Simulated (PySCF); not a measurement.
A structure optimised at PBE-D3(BJ)/def2-SVP, used in a PySCF frequency run:

```
Si
H 1 1.4959
C 1 1.8289 2 109.75
C 3 1.2285 2 149.26 1 177.77
H 4 1.0828 2 158.59 1 178.36
C 1 1.9039 2 110.97 3 -121.88
F 6 1.3931 1 108.62 2 57.68
H 6 1.1135 7 109.88 1 -120.97
H 6 1.1140 8 107.66 7 119.60
Cl 1 2.0856 2 109.10 3 120.45
```

Write its SMILES and formula.

C#C[Si@H](Cl)CF, C3H4ClFSi

What are its rotational constants (standard atomic weights)?

2.3391, 1.7270, 1.0637 GHz
